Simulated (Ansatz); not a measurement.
Abridged output of a molecular run in Ansatz:

```
Functional definition: HF
1317 factors; integrals over basis functions are off by at most 1.3e-3 eV
mean field evaluation 1: about -65075.6270 eV, gradient 7.1e1 eV
mean field evaluation 2: about -65075.8614 eV, gradient 7.1e1 eV
mean field evaluation 4: about -65085.1925 eV, gradient 1.4e1 eV
mean field evaluation 8: about -65085.5384 eV, gradient 8.2e-1 eV
mean field evaluation 16: about -65085.5417 eV, gradient 1.6e-6 eV
mean field -65085.54173070 eV, -2391.8495420386 hartree, gradient 1.6e-6 eV, S^2 0.000000; 0 other end points of the search recorded, 0 dependent functions left out
19 core orbitals not correlated: weight in the atoms' cores, before any rotation towards them, 1.000 or more for the frozen orbitals, at most 0.000 for the correlated occupied ones
reference -65085.54173070 eV, -2391.8495420386 hartree; 25, 25 occupied and 90, 90 virtual orbitals, 1317 factors
second order -36.60959623 eV of doubles, -0.00000000 eV of singles
cycle   1  -34.38048540 eV  change     2.2e0 eV  update   2.5e-1
cycle   2  -35.70116611 eV  change    -1.3e0 eV  update   1.7e-1
cycle   3  -36.02818099 eV  change   -3.3e-1 eV  update   5.9e-2
cycle   4  -36.09057288 eV  change   -6.2e-2 eV  update   2.7e-2
cycle   5  -36.04727956 eV  change    4.3e-2 eV  update   1.1e-2
cycle   6  -36.04027616 eV  change    7.0e-3 eV  update   4.5e-3
cycle   7  -36.04251005 eV  change   -2.2e-3 eV  update   1.4e-3
cycle   8  -36.04208462 eV  change    4.3e-4 eV  update   7.0e-4
cycle   9  -36.04189534 eV  change    1.9e-4 eV  update   2.7e-4
cycle  10  -36.04244795 eV  change   -5.5e-4 eV  update   1.5e-4
cycle  11  -36.04232062 eV  change    1.3e-4 eV  update   6.7e-5
cycle  12  -36.04219450 eV  change    1.3e-4 eV  update   2.9e-5
cycle  13  -36.04223649 eV  change   -4.2e-5 eV  update   1.6e-5
perturbative correction -1.09332879 eV, -0.0401790919 hartree
Total energy: -65122.67729598 eV, -2393.2142488911 hartree
```

Its atoms:

```xyz
10

C     1.043    2.134   -0.713
O     1.206    0.960    0.007
Cu    0.150   -0.421    0.302
P    -1.036   -2.094    0.694
F    -0.386   -3.342    1.341
F    -1.748   -2.768   -0.505
F    -2.254   -1.925    1.638
H     1.965    2.730   -0.666
H     0.232    2.767   -0.320
H     0.828    1.958   -1.778
```

Which basis set was used?
A. cc-pV(Q+d)Z
B. def2-SVP
C. def2-TZVPPD
D. def2-SVPD

B. It gives 134 functions.

Write the keys of the input that set method, charge and spin (a neutral closed shell needs none for the last two).


```yaml
correlation: {method: ccsd_t, frozen_orbitals: {C: 1, Cu: 9, F: 1, H: 0, O: 1, P: 5}}
```
